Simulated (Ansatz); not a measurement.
`N[AsH]S` + H₂Te → `N[AsH][TeH]` + H₂S  (ligand exchange at the As–S bond)

Gas-phase electronic energies from Ansatz, PBE0-D4/def2-TZVP geometries. CBS: MP2 limit from def2 TZ/QZ plus the TZ coupled-cluster correction, frozen cores. This one scheme is used for every species. Functionals use def2-TZVPP. def2 core potentials past Kr. For As, Te outer-core shells are correlated without core-valence functions, which leaves a few kJ/mol of doubt a bond. Scalar relativity is left out up to krypton. One conformer a species, not always the lowest.

| level | ΔE (kJ/mol) |
| --- | --- |
| B2PLYP | -33.5 |
| revPBE | -35.1 |

What does CCSD(T)/CBS give? (Estimate.)

Ansatz gave: -36.4 kJ/mol. The listed levels differ from it by 2.9, 1.3 kJ/mol.

What do rigid-rotor, harmonic-oscillator terms from PBE0-D4/def2-TZVP frequencies (298.15 K, 1 bar) make of the CCSD(T)/CBS value? (Best estimate.)

Ansatz gave: ΔZPE = +3.4 kJ/mol, ΔH = -32.4 kJ/mol, ΔS = -3 J/(mol·K), ΔG = -31.5 kJ/mol.

Largest T1 diagnostic among the species: 0.012.

Leaving LDA and LC-ωPBE aside and taking each functional with its dispersion term where it has one, the values, not all of them listed here, spread over 12.6 kJ/mol, from BLYP-D4 to B97M-V. From BLYP to BHLYP (50 % exact exchange), in def2-TZVPP and without D4, ΔE moves by +3.5 kJ/mol.
